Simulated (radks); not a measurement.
Values are calculated unless marked as measured or tabulated.
Species: the gadolinium ion Gd53+. Configuration: [Ne] 4f1 (not the ground configuration).

Code: a radial shooting solver on a logarithmic mesh with Libxc functionals. Model: scalar-relativistic Kohn-Sham, PBEsol, spin-polarised, spherical densities, point nucleus; open shells are filled with parallel spins first (spin-orbit coupling, left out, can overturn this in heavy ions).

Energy parts (hartree):
| part | energy |
|---|---|
| total | -8128.9045 |
| kinetic | 8894.9248 |
| electron-nucleus | -17621.6413 |
| Hartree | 709.8597 |
| exchange-correlation | -112.0476 |

Orbitals (lengths in bohr, moments of r in powers of bohr; <r^-3> diverges for s and p1/2):
| orbital | occ. | eigenvalue (hartree) | <r^-3> |
|---|---|---|---|
| 1s down | 1 | -1992.455 | - |
| 1s up | 1 | -1992.454 | - |
| 2s up | 1 | -446.0831 | - |
| 2s down | 1 | -446.0446 | - |
| 2p up | 3 | -414.2862 | 11870 |
| 2p down | 3 | -414.2594 | 11870 |
| 4f up | 1 | -90.64450 | 61.48 |

The highest occupied level is 4f up at -2466.6 eV. The density falls to 0.001 e/bohr^3 at r = 0.82 bohr. Spin moment in Bohr magnetons: 1.
